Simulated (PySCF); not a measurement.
CH8Ge2, SMILES [CH3][GeH2][GeH3].

The structure is a stationary point at PBE-D3(BJ)/def2-SVP. This is a generated structure with no PubChem entry under its InChIKey; it may be hypothetical.

Two levels are set side by side: TDDFT-PBE/def2-SVPD (PySCF) and TDDFT-M06-2X/def2-SVPD (PySCF). Vertical, same geometry. The lowest singlet is HOMO→LUMO+1 81 %, HOMO→LUMO 14 % with PBE and HOMO→LUMO 86 % with the other functional; states are paired by order. Differences are taken from unrounded values.

```
quantity                               TDDFT-PBE
-------------------------------------  ---------
lowest singlet excitation (eV)              6.43
lowest triplet excitation (TDA) (eV)        5.92
first bright state (f over 0.05) (eV)       6.65
its oscillator strength                     0.18
```

These are the TDDFT-PBE values. What does TDDFT-M06-2X give? (Estimate from the structure and the level; the computed values follow.)


```csv
quantity,TDDFT-M06-2X,TDDFT-PBE minus TDDFT-M06-2X
lowest singlet excitation (eV),6.93,-0.50
lowest triplet excitation (TDA) (eV),6.29,-0.38
first bright state (f over 0.05) (eV),7.18,-0.54
its oscillator strength,0.11,0.07
```

Functionals without exact exchange tend to place singlet excitations lower, as here. Differences between two approximate levels are no errors against the true value.

Rough cost on one machine, each run with all the roots and properties that it gave: TDDFT-M06-2X against TDDFT-PBE about 9 times.
